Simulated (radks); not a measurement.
Question: Xe II, 53 electrons, occupied as [Kr] 4d10 5s2 5p5. Calculated with a radial shooting solver on a logarithmic mesh with Libxc functionals: non-relativistic Kohn-Sham, TPSS, spin-polarised, spherical densities, point nucleus; open shells are filled with parallel spins first (spin-orbit coupling, left out, can overturn this in heavy ions); meta-GGA in the generalised Kohn-Sham scheme; relativity is left out, which matters for an element this heavy. Some entries of the table are withheld. Estimate them.

orbital  occ.  eigenvalue (eV)  <r> (bohr)
1s up       1        -32965.38     0.02813
1s down     1        -32965.34     0.02813
2s up       1        -5007.531      0.1210
2s down     1        -5007.518      0.1210
2p up       3        -4710.267      0.1030
2p down     3        -4710.236      0.1030
3s up       1        -1032.293      0.3200
3s down     1        -1032.267      0.3200
3p up       3        -906.4591      0.3105
3p down     3        -906.4241      0.3105
3d up       5        -673.4902      0.2813
3d down     5        -673.4527      0.2813
4s up       1        -193.6161      0.7466
4s down     1        -193.5367      0.7466
4p up       3        -148.9038      0.7776
4p down     3        -148.8222      0.7776
4d up       5         -72.3336      0.8709
4d down     5         -72.2189      0.8698
5s up       1         -27.8574       1.906
5s down     1         -27.0747       1.905
5p up       3              (1)         (2)
5p down     2              (3)         (4)

Answer: 
(1) 5p up eigenvalue (eV): -17.4734
(2) 5p up <r> (bohr): 2.200
(3) 5p down eigenvalue (eV): -16.7075
(4) 5p down <r> (bohr): 2.212
